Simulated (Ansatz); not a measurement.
Cost and result up the ladder for `CC(=O)SCCCCn1c2ccccc2c2ccccc21` (40 atoms). The state is a singlet with charge 0. Geometry: PBE-D4/def2-SVP.

```csv
atom,x (Å),y (Å),z (Å)
C1,-3.269,-3.426,5.226
C2,-2.517,-3.083,3.958
O3,-3.044,-2.815,2.894
S4,-0.723,-3.114,4.180
C5,-0.221,-2.623,2.493
C6,-0.305,-1.117,2.247
C7,0.145,-0.733,0.835
C8,0.008,0.773,0.575
N9,0.438,1.179,-0.746
C10,-0.358,1.192,-1.887
C11,-1.721,0.875,-2.027
C12,-2.287,0.988,-3.304
C13,-1.520,1.401,-4.417
C14,-0.162,1.709,-4.274
C15,0.434,1.605,-3.004
C16,1.773,1.830,-2.499
C17,2.984,2.238,-3.088
C18,4.128,2.350,-2.287
C19,4.072,2.057,-0.906
C20,2.880,1.648,-0.292
C21,1.733,1.543,-1.098
H22,-4.354,-3.426,5.015
H23,-3.042,-2.686,6.021
H24,-2.957,-4.420,5.605
H25,-0.882,-3.173,1.793
H26,0.813,-3.004,2.370
H27,0.311,-0.582,3.003
H28,-1.356,-0.793,2.405
H29,-0.457,-1.284,0.080
H30,1.203,-1.034,0.670
H31,0.596,1.346,1.323
H32,-1.049,1.088,0.710
H33,-2.327,0.544,-1.171
H34,-3.352,0.745,-3.441
H35,-1.998,1.477,-5.405
H36,0.435,2.028,-5.143
H37,3.029,2.464,-4.164
H38,5.081,2.668,-2.735
H39,4.985,2.148,-0.297
H40,2.853,1.416,0.783
```

Ansatz on 2 threads of AMD EPYC 7R13 on a shared host and a share (18 GiB) of an NVIDIA H100 80GB HBM3. Times are rough, and most runs start from the orbitals of an earlier one. CAM-B3LYP-D4/def2-TZVP serves as the yardstick here, not as an exact answer. Differences are given only for rows in sets of like size (and for xTB, whose basis is part of the method), since another set adds its own error. Binding counts from free atoms at the same level (C triplet, O triplet, S triplet, N quartet, H doublet; other spins of the atoms weren't run), without zero-point energy or a counterpoise term.

B3LYP takes the VWN-RPA correlation. Correlated methods freeze 25 core orbitals. The rows differ in basis, and correlated rows in double-zeta sets carry the largest basis error. Single mean-field runs in def2-TZVP are fitted with def2-universal-jkfit.

Run but left out: HF/6-31G (restricted singlet, unstable in another Hartree–Fock run and untested here).

Correlated methods converge slowly with the basis, most of all in double-zeta sets.

```csv
level,functions,wall time
PBE0-D4/def2-TZVP,771,3.7 s
B3LYP-D4/6-31G,231,4.1 s
PBE0-D4/def2-SVP,393,4.3 s
MP2/def2-SVP,393,4.6 s
PBE-D4/def2-SVP,393,6 s
PBE-D4/def2-TZVP (with forces),771,7 s
LDA (SPW92)/def2-TZVP,771,7 s
CAM-B3LYP-D4/def2-TZVP,771,8 s
r2SCAN-D4/def2-TZVP (with forces),771,8.5 s
```

**Question.** Estimate what each level gives for the binding energy per atom (eV).

**Answer.** 
```
                            level  binding energy per atom (eV)  difference from CAM-B3LYP-D4/def2-TZVP (eV)                  remarks
                PBE0-D4/def2-TZVP                          4.93                                         0.07                        –
                   B3LYP-D4/6-31G                          4.74                                            –                        –
                 PBE0-D4/def2-SVP                          5.01                                            –                        –
                     MP2/def2-SVP                          4.78                                            –  restricted SCF unstable
                  PBE-D4/def2-SVP                          5.11                                            –                        –
   PBE-D4/def2-TZVP (with forces)                          5.04                                         0.18                        –
            LDA (SPW92)/def2-TZVP                          5.64                                         0.77                        –
           CAM-B3LYP-D4/def2-TZVP                          4.86                                         0.00                        –
r2SCAN-D4/def2-TZVP (with forces)                          4.88                                         0.02                        –
```
